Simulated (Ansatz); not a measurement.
Ansatz (a first-principles code) input:

Ansatz 0.2 input:
```yaml
crystal:
  periodic: [false, false, false]
  atoms:
    - {symbol: Ag, position_ang: [-0.00000000, -0.00000000, -0.61299834]}
    - {symbol: Cl, position_ang: [0.00000000, 0.00000000, 1.69476013]}
basis:
  gaussian:
    orbitals: def2-SVPD
magnetization: {spin_polarized: false}
correlation: {method: ccsd_t, electrons: outside_noble_gas}
output: {forces: true}
```

Question: What final total energy does it print?

Answer: -605.89183 Eh (CCSD(T)/def2-SVPD). The basis has 61 functions.
